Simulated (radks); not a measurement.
Numerical settings for neutral iridium, [Xe] 4f14 5d7 6s2. All-electron calculation, scalar-relativistic Kohn-Sham, PBE, spin-polarised, spherical densities, finite nucleus; open shells are filled with parallel spins first (spin-orbit coupling, left out, can overturn this in heavy ions); Fermi nuclear charge, rms radius 5.4032 fm. Program: a radial shooting solver on a logarithmic mesh with Libxc functionals. The defaults (mesh step 0.008 in ln r, mesh end at 40 bohr or more with all orbitals vanishing there, Anderson mixing 0.5 over 9 steps, residual threshold near 1e-9 with the energy settled to 1e-9 hartree or 1e-11 of itself, here a cap of 56 iterations) give E = -17824.153 hartree and 6s at -5.806 eV in 16 iterations. Run on one thread of a shared host, so times are rough (Arm Neoverse N1): 0.39 s of CPU time, 0.39 s wall, 16 iterations on 2440 mesh points. Changes against that run (0 stands for a change within the tolerance of the run):

| setting | iterations | converged | E (mhartree) | e(6s) (meV) | CPU (s) |
|---|---|---|---|---|---|
| mesh step in ln r 0.012 | 15 | yes | 0 | 0 | 0.26 |
| mesh step in ln r 0.05 | 15 | yes | +0.0497 | +0.00777 | 0.09 |
| mesh step in ln r 0.2 | 4 | no | diverged | - | 0.01 |
| mesh end (bohr) 8 | 15 | yes | +2.17 | +109 | 0.35 |
| mesh end (bohr) 5 | 15 | yes | +111 | +2.5e+03 | 0.34 |
| residual threshold 1e-13 | 32 | yes | 0 | 0 | 0.55 |
| residual threshold 1e-05 | 11 | yes | 0 | +0.0104 | 0.31 |
| mixing 2.5 | 25 | yes | 0 | 0 | 0.59 |
| linear mixing, mixing 0.8 | 56 | no | +2.54e+05 | -1.95e+04 | 2.9 |
| linear mixing, mixing 0.5 | 30 | yes | 0 | 0 | 0.61 |
| mixing history 3 | 16 | yes | 0 | 0 | 0.39 |
| iteration cap 8 | 8 | no | -0.00121 | +0.449 | 0.23 |

Settings that end as converged yet miss the energy by more than 1 mhartree: mesh end (bohr) 8 (+0.00217 hartree); mesh end (bohr) 5 (+0.111 hartree). A mesh that ends early acts as a hard wall.
